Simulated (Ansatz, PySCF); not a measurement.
Gas-phase reaction (SMILES): O=CCC(=O)[SiH3] + 7 [H][H] (H2) → 3 C (CH4) + 2 O (H2O) + [SiH4] (SiH4); energy of full hydrogenation.

Each molecule is optimised on its own at B3LYP-D3(BJ)/def2-TZVP (Ansatz, an electronic-structure program), one conformer each, not searched for the lowest. Correlated levels leave the core frozen unless marked. Spin-orbit coupling is left out. Non-relativistic. CBS marks a two-point X^-3 extrapolation of the correlation energy; Hartree-Fock from the larger set. Thermal terms are rigid-rotor harmonic-oscillator values from B3LYP-D3(BJ) frequencies (Ansatz or PySCF) at 298.15 K and 1 atm. 1 Eh = 627.5095 kcal/mol.

```
species          E, CCSD(T)/CBS(cc-pV(T+d)Z,cc-pV(Q+d)Z) (Ansatz) (Eh)  E, PBE0-D4/def2-TZVPD (Ansatz + dftd4) (Eh)  H - E (Eh)
---------------  -----------------------------------------------------  -------------------------------------------  ----------
O=CCC(=O)[SiH3]                                             -557.12945                                   -557.52988     0.08895
[H][H] (H2)                                                   -1.17450                                     -1.16831     0.01336
C (CH4)                                                      -40.45816                                    -40.47492     0.04840
O (H2O)                                                      -76.37426                                    -76.38102     0.02495
[SiH4] (SiH4)                                               -291.45815                                   -291.75741     0.03520
```

Question: Work out ΔE and ΔH at 298.15 K at the first level, then ΔH at the second.

Answer: 
1. ΔE = [3×(-40.45816) + 2×(-76.37426) + (-291.45815)] - [(-557.12945) + 7×(-1.17450)] = -0.23020 Eh = -144.5 kcal/mol at CCSD(T)/CBS(cc-pV(T+d)Z,cc-pV(Q+d)Z).
2. The terms H - E add up to 0.04783 Eh, so ΔH = (-0.23020 + (0.04783))×627.5095 = -114.4 kcal/mol.
3. At PBE0-D4/def2-TZVPD the same steps give ΔE = -148.2 and ΔH = -118.2 kcal/mol, a shift of -3.8 from the first level.
4. These values are not checked against measurement here, since the tables used lack a sound gas-phase enthalpy of formation for at least one species.
